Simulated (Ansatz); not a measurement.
A nudged elastic band was laid between two geometries of CH₅AlSeSi (9 atoms, charge 0, multiplicity 1).

Level of theory: Ansatz, RKS B3LYP-D4/def2-SVP.

```
movable images  : 5
climbing image  : yes
spring          : 5.0 eV/Å²
optimiser       : fire
start path      : through a guess of the saddle point
force threshold : 0.05 eV/Å
iteration limit : 60
end points      : relaxed
```

Initial state:

```xyz
9
Properties=species:S:1:pos:R:3
Al -0.998 1.171 -0.919
Si 1.160 0.305 -0.109
C 0.402 -0.910 1.119
Se -0.608 -1.326 -0.577
H -1.135 1.514 -2.456
H -1.861 1.805 0.247
H 2.429 -0.278 -0.656
H -0.269 -0.531 1.898
H 0.968 -1.794 1.436
```

Final state:

```xyz
9
Properties=species:S:1:pos:R:3
Al -0.997 1.173 -0.920
Si 1.159 0.305 -0.107
C 0.404 -0.911 1.122
Se -0.611 -1.323 -0.573
H -1.863 1.814 0.239
H -1.133 1.503 -2.461
H 2.426 -0.277 -0.657
H -0.265 -0.532 1.903
H 0.968 -1.797 1.437
```

Which bonds break or form, and what moves?

No bond is made or broken. The dihedral H6–Al1–Si2–Se4 goes from 103 to -98°. The two ends are copies of one structure, up to a mirror image or an exchange of like atoms.

What energy profile does the band end with?

The forces met the threshold. The highest image is number 2 of 0 to 6, 56.6 kJ/mol above the ends, which have the same energy within 2 meV. Another band between the same ends (5 images) ends at a top of the same energy, where a vibrational analysis finds 1 clearly imaginary mode.

| image | path coordinate (Å) | energy (kJ/mol) | dihedral H6–Al1–Si2–Se4 (°) |
| --- | --- | --- | --- |
| 0 | 0.00 | 0.0 | 103 |
| 1 | 1.12 | 43.8 | 121 |
| 2 | 2.23 | 56.6 | 140 |
| 3 | 3.34 | 54.8 | 177 |
| 4 | 4.44 | 48.9 | -144 |
| 5 | 5.55 | 35.7 | -119 |
| 6 | 6.66 | 0.0 | -98 |

What is the geometry of the highest image?


```xyz
9
Properties=species:S:1:pos:R:3
Al -0.914 1.607 -0.916
Si 0.803 -0.011 -0.278
C 0.346 -1.185 1.111
Se 0.028 -2.131 -0.650
H -1.825 1.265 -2.163
H -1.188 2.916 -0.059
H 2.275 0.184 -0.445
H -0.577 -1.036 1.682
H 1.141 -1.654 1.701
```

Time of the run: 4.7 min on 2 threads of Intel(R) Xeon(R) 6975P-C (Granite Rapids) (shared host), peak memory 0.3 GiB.
